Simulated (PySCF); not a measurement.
**Ionisation energy of P⁴⁺ by level of theory**

P⁴⁺ [Ne] 3s1 (2S) → P⁵⁺ [Ne] (1S), as a difference of total energies. All numbers are calculated (PySCF 2.14, scalar relativity by spin-free X2C-1e, in an uncontracted even-tempered set (20 s from 0.09 bohr⁻², ratio 2.5; 12 p from 0.12 bohr⁻², ratio 2.5; 5 d from 0.68 bohr⁻², ratio 2.7; 5 f from 1 bohr⁻², ratio 2.7)). Correlated levels: outer shells: 1s2 frozen; virtual orbitals above 40 to 60 times the deepest correlated orbital energy dropped. The calculations carry no spin-orbit coupling.

```csv
method,ionisation energy (eV),error (eV)
UHF,64.574,-0.451
LDA,65.582,+0.557
PBE,65.651,+0.626
PBE0,65.452,+0.427
r2SCAN,64.936,-0.089
TPSS,65.226,+0.201
B2PLYP,65.557,+0.532
MP2 (outer shells),64.990,-0.035
SCS-MP2 (outer shells),64.909,-0.116
```

Reference: 65.025 eV (measured; NIST Atomic Spectra Database, ionization energies).
